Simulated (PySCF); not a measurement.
Vertical excitations of a molecule CH6FNSi from TDDFT-PBE0/def2-SVPD in PySCF 2.14.0, as energy in eV (oscillator strength): 7.04 (0.048), 7.89 (0.001), 8.30 (0.036), 8.42 (0.004), 8.54 (0.031), 8.85 (0.143), 9.07 (0.010), 9.14 (0.001), 9.34 (0.007), 9.55 (0.044). Lowest triplet (TDA): 6.62 eV. The structure is a stationary point at B3LYP-D3(BJ)/def2-SVP. Other conformers were not sampled.

Question: Which molecule gave these data?
A) N[SiH2]CF
B) NC[SiH2]F
C) C[SiH](N)F
D) CN[SiH2]F

Answer: C, C[SiH](N)F
